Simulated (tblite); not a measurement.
Compound: C3H5F3Ge.
Numbering: `[CH2:1]=[CH:2][GeH2:3][C:4]([F:5])([F:6])[F:7]` (hydrogens: H8, H9 on C1; H10 on C2; H11, H12 on Ge3)

Computed with GFN2-xTB (tblite), gas phase: L-BFGS steps from a force-field or distance-geometry start until the largest atomic force falls under 0.01 eV/Å.

Step 4: E = -681.6884 eV
```
atom  x, y, z in Å  |  force x, y, z in eV/Å
C1      1.7074   -0.6892    0.4781    0.100  -0.060   0.033
C2      1.3831    0.5467    0.1367    0.054   0.186   0.013
Ge3    -0.4278    1.1086   -0.2388    0.153  -0.127   0.020
C4     -1.5050   -0.5641   -0.2797   -0.183  -0.108   0.041
F5     -2.8190   -0.2901   -0.3858   -0.058  -0.111  -0.100
F6     -1.2001   -1.4372   -1.2563   -0.057   0.129  -0.014
F7     -1.3649   -1.2476    0.8763   -0.081   0.011   0.038
H8      2.7187   -0.9843    0.7035    0.074   0.002  -0.016
H9      0.9631   -1.4649    0.5517    0.074  -0.054   0.007
H10     2.1260    1.3295    0.0662    0.186  -0.113   0.048
H11    -1.0444    1.8853    0.8725   -0.106   0.165   0.015
H12    -0.5359    1.8067   -1.5505   -0.157   0.082  -0.085
```

Step 5: E = -681.6943 eV
```
atom  x, y, z in Å  |  force x, y, z in eV/Å
C1      1.7090   -0.6885    0.4782    0.110  -0.014   0.023
C2      1.3836    0.5496    0.1377    0.167   0.016   0.056
Ge3    -0.4227    1.1091   -0.2378    0.000  -0.066  -0.006
C4     -1.5055   -0.5618   -0.2784   -0.255  -0.178   0.063
F5     -2.8214   -0.2972   -0.3896   -0.037  -0.033  -0.065
F6     -1.2053   -1.4342   -1.2557    0.021   0.100  -0.043
F7     -1.3694   -1.2496    0.8775   -0.055   0.051   0.006
H8      2.7222   -0.9851    0.7034    0.011   0.034  -0.032
H9      0.9661   -1.4661    0.5519    0.075  -0.034   0.006
H10     2.1320    1.3261    0.0676    0.177  -0.070   0.043
H11    -1.0468    1.8887    0.8712   -0.076   0.142  -0.009
H12    -0.5407    1.8084   -1.5520   -0.138   0.052  -0.041
```

Step 6: E = -681.7025 eV
```
atom  x, y, z in Å  |  force x, y, z in eV/Å
C1      1.7134   -0.6874    0.4788    0.086   0.008   0.013
C2      1.3883    0.5532    0.1406    0.236  -0.160   0.082
Ge3    -0.4162    1.1083   -0.2366   -0.192   0.023  -0.026
C4     -1.5109   -0.5613   -0.2754   -0.238  -0.165   0.050
F5     -2.8265   -0.3078   -0.3965   -0.066   0.060  -0.008
F6     -1.2120   -1.4284   -1.2561    0.115   0.031  -0.072
F7     -1.3771   -1.2519    0.8798   -0.040   0.060  -0.016
H8      2.7275   -0.9855    0.7027   -0.019   0.054  -0.039
H9      0.9722   -1.4684    0.5522    0.080   0.005   0.003
H10     2.1448    1.3199    0.0706    0.159  -0.004   0.035
H11    -1.0518    1.8966    0.8687   -0.019   0.092  -0.059
H12    -0.5506    1.8120   -1.5548   -0.103  -0.005   0.037
```

**Question.** Estimate the geometry and energy of step 7. (The exact step hangs on the optimiser's Hessian estimate; all steps are aligned on step 6, rigid shifts and turns removed.)

**Answer.** E = -681.7097 eV, largest force 0.287 eV/Å
```
atom  x, y, z in Å  |  force x, y, z in eV/Å
C1      1.7190   -0.6873    0.4799    0.057   0.014   0.004
C2      1.3964    0.5551    0.1444    0.184  -0.211   0.063
Ge3    -0.4132    1.1070   -0.2358   -0.260   0.072  -0.020
C4     -1.5198   -0.5631   -0.2721   -0.145  -0.083   0.001
F5     -2.8338   -0.3167   -0.4032   -0.099   0.107   0.040
F6     -1.2160   -1.4224   -1.2583    0.158  -0.026  -0.057
F7     -1.3852   -1.2533    0.8824   -0.046   0.037  -0.034
H8      2.7330   -0.9850    0.7014    0.006   0.044  -0.029
H9      0.9797   -1.4704    0.5525    0.066   0.021   0.003
H10     2.1603    1.3139    0.0742    0.117   0.036   0.028
H11    -1.0570    1.9061    0.8654    0.031   0.043  -0.099
H12    -0.5622    1.8154   -1.5570   -0.069  -0.055   0.099
```

The energy changes by -0.0072 eV. The first-order estimate −F·Δx gives -0.0099 eV and the mean of the old and new forces, exact on a quadratic surface, -0.0072 eV. The step makes an angle of 59° with the force vector and moves no atom by more than 0.017 Å.

What follows is the cost of the whole relaxation. Hardware: one thread of an Arm Neoverse V2, on a shared host. Cost: 0.22 s of wall time.
